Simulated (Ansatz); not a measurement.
```yaml
crystal:
  periodic: [false, false, false]
  atoms:
    - {symbol: C, position_ang: [-0.793096, 0.712660, -0.742576]}
    - {symbol: C, position_ang: [-0.279052, -0.520196, -0.301392]}
    - {symbol: Si, position_ang: [0.929141, -0.384542, 0.884988]}
    - {symbol: F, position_ang: [2.045149, 0.412728, 0.370176]}
    - {symbol: F, position_ang: [0.406460, 0.337694, 2.047463]}
    - {symbol: H, position_ang: [-1.502491, 0.580687, -1.441615]}
    - {symbol: H, position_ang: [-1.203882, 1.229208, 0.014941]}
    - {symbol: H, position_ang: [-0.072508, 1.286246, -1.144029]}
    - {symbol: H, position_ang: [0.109529, -1.041291, -1.072731]}
    - {symbol: H, position_ang: [-1.013857, -1.097997, 0.077687]}
    - {symbol: H, position_ang: [1.434592, -1.567636, 1.325948]}
basis:
  gaussian: {orbitals: "6-31++G**"}
magnetization: {spin_polarized: true, initial_magnetization: 1}
hamiltonian: {xc: {name: B2PLYP}}
accuracy: high
output: {forces: true}
```

```sh
$ ansatz run in.yaml --threads 4 --pin off --events-out ev --progress --plain --max-ram 10444MiB
```

Question: How does Ansatz answer? (Best estimate.)

Answer: Ansatz gave: The program refused the input.
```
Error: a molecule whose nuclei and cores have a total charge of 50 cannot have a net charge of 0 together with 1 unpaired electrons
```
